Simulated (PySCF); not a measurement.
Cl₆W, singlet, geometry from GFN2-xTB (such geometries of metal compounds can be far from the true shape) (core potentials on W). Base run: DF-HF/def2-SV(P) (PySCF).

Input for PySCF:
```python
from pyscf import gto, scf

mol = gto.Mole()
mol.atom = '''
    W     0.00000000    0.00000000   -0.00000000
    Cl    2.02226489    0.85548730   -0.65573385
    Cl    0.66207550    0.11426121    2.19089048
    Cl   -0.66207550   -0.11426121   -2.19089048
    Cl   -2.02226489   -0.85548730    0.65573385
    Cl   -0.85058887    2.12284868    0.14633082
    Cl    0.85058887   -2.12284868   -0.14633082
'''
mol.basis = 'def2-sv(p)'
mol.ecp = {'W': 'def2-sv(p)'}
mol.verbose = 4
mol.build()

mf = scf.RHF(mol)
mf = mf.density_fit(auxbasis='def2-universal-jkfit')
mf.kernel()
```

Variants of this job, named by their change:

| change | E (Eh) | HOMO (eV) | HOMO-LUMO gap (eV) | core-seconds (rough) | outcome |
|---|---|---|---|---|---|
| base | -2822.58648 | -12.63 | 9.55 | 5 | converged |
| functional = pw6b95 | -2829.76052 | -9.39 | 3.95 | 30 | converged |
| functional = r2scan | -2827.51696 | -8.38 | 2.33 | 40 | converged |
| functional = b97-1 | -2827.32840 | -8.99 | 3.56 | 20 | converged |
| functional = revpbe | -2827.20081 | -7.88 | 2.14 | 30 | converged |
| functional = b3lyp | -2827.71568 | -8.95 | 3.46 | 30 | converged |
| functional = blyp | -2827.60306 | -7.62 | 2.10 | 30 | converged |
| functional = mn12l | [?] | [?] | [?] | 40 | converged |
| functional = m06l | -2827.70845 | -8.45 | 2.32 | 40 | converged |
| functional = tpssh | -2827.72396 | -8.67 | 2.88 | 30 | converged |
| functional = pbe; dispersion = d3zero | [?] | [?] | [?] | 30 | converged |
| functional = wb97x_v | - | - | - | - | cut at the time limit |
| functional = pw91,pw91 | [?] | [?] | [?] | 30 | converged |

**Question.** Some entries are withheld; supply them.

**Answer.** 
- functional = mn12l, E (Eh): -2826.61044
- functional = mn12l, HOMO (eV): -8.76
- functional = mn12l, HOMO-LUMO gap (eV): 2.62
- functional = pbe; dispersion = d3zero, E (Eh): -2826.57131
- functional = pbe; dispersion = d3zero, HOMO (eV): -7.89
- functional = pbe; dispersion = d3zero, HOMO-LUMO gap (eV): 2.13
- functional = pw91,pw91, E (Eh): -2827.65675
- functional = pw91,pw91, HOMO (eV): -7.94
- functional = pw91,pw91, HOMO-LUMO gap (eV): 2.12

Absolute energies of different levels of theory aren't comparable as measures of quality.
